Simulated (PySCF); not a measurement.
Structure problem from calculated spectra and properties.

Elements present: C, H, N and Si. Monoisotopic mass: 145.0492 u.

- Dipole: 0.55 D [PBE0/pcSseg-1]
- 13C NMR: chemical shifts (computed TMS as zero) by class: 150.0 (1 C), 142.7 (1 C), 29.0 (1 C) ppm [GIAO PBE0/pcSseg-1]
- NMR, other nuclei: isotropic shieldings of nuclei other than C and H, by class: 215 (1 N), 226 (2 N), 372 (1 Si), 379 (1 Si) ppm [GIAO PBE0/pcSseg-1]
- 1H NMR: chemical shifts (computed TMS as zero) by class: 6.49 (1 H), 6.43 (1 H), 6.18 (1 H), 5.55 (1 H), 5.42 (1 H), 2.84 (3 H), 1.22 (1 H), 0.45 (2 H) ppm [GIAO PBE0/pcSseg-1]
- Rotational structure: rotational constants A, B, C: 5.737, 0.643, 0.629 GHz [GFN2-xTB]

The electronic properties come from PySCF, for the isolated species, density fitting. Levels stand in brackets. Isolated species at its GFN2-xTB geometry (one conformer only). Each NMR value is the plain mean over a class of atoms that symmetry, rotation or inversion makes alike.

Q: Which formula fits the mass and the elements?

A: C3H11N3Si2 (calculated 145.0492). No other formula that holds each of these elements comes within 0.0003 u with a fitting electron parity and a possible valence count.

Q: Give a SMILES that accounts for the data.

A: Numbering: `[CH2:1]=[CH:2][Si@H:3]1[NH:4][Si@H:5]([NH:6][CH3:7])[NH:8]1`. Its formula, C3H11N3Si2, gives 2 degrees of unsaturation: 1 ring and 1 π bond in the structure found. 3 carbons fall into 3 classes; from least to most shielded: alkene CH carbon [C2] (150.0 ppm), terminal =CH2 carbon [C1] (142.7 ppm), N-methyl carbon [C7] (29.0 ppm). Hydrogen classes from least to most shielded: 1 H on an alkene CH carbon, C2 (6.49 ppm), 1 H on a terminal =CH2 carbon, C1 (6.43 ppm), 1 H on a terminal =CH2 carbon, C1 (6.18 ppm), 1 H on an SiH silicon, Si3 (5.55 ppm), 1 H on an SiH silicon, Si5 (5.42 ppm), 3 H on an N-methyl carbon, C7 (2.84 ppm), 1 H on a silicon-bound nitrogen, N6 (1.22 ppm), 2 H on 2 like atoms (nitrogen bridging silicon atoms), N4/N8 (0.45 ppm). The other shieldings belong to: 215 ppm, silicon-bound nitrogen [N6]; 226 ppm, nitrogen bridging silicon atoms [N4/N8]; 372 ppm, SiH silicon [Si3]; 379 ppm, SiH silicon [Si5]. The optimised geometry has point group C1 and is an asymmetric top. Structure: `C=C[Si@H]1N[Si@H](NC)N1`. The assignments are read from this structure; whether some other isomer fits the data as well wasn't checked.

The values belong to the conformer `[CH2:1]=[CH:2][Si@H:3]1[NH:4][Si@H:5]([NH:6][CH3:7])[NH:8]1`: C1–C2–Si3–N4 136°, N4–Si5–N6–C7 90°.
